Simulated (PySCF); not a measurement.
Compound: C₂H₆BN.
SMILES with atom numbers: `[BH3-:1][C:2]#[N+:3][CH3:4]` (hydrogens: H5, H6, H7 on B1; H8, H9, H10 on C4)

Level of theory: PySCF 2.14.0, PBE0-D3(BJ)/def2-SVP geometry optimisation, gas phase.

Q: What internal coordinates does the optimisation give?

A: 
```csv
bond,length (Å)
B1–C2,1.540
C2≡N3,1.164
N3–C4,1.405
"B1–H5, B1–H6, B1–H7",1.224
"C4–H8, C4–H9, C4–H10",1.100
```

Bonds in one row agree within 0.01 Å and their mean is given. A selection of angles:
```csv
angle,degrees
C2–B1–H5,106.2
H5–B1–H6,112.5
H5–B1–H7,112.8
B1–C2–N3,180.0
C2–N3–C4,179.9
N3–C4–H8,110.0
H8–C4–H9,109.0
```

The C–N distances run from 1.164 Å (C2≡N3, drawn triple) to 1.405 Å (N3–C4, drawn single), a spread of 0.241 Å. B1 (four-coordinate boron) is tetrahedral (angles from 106.0° to 112.8°). The 4 heavy atoms lie on one line within 0.05 Å.

Point group: C3v (tolerance 0.08 Å). No frequency check.
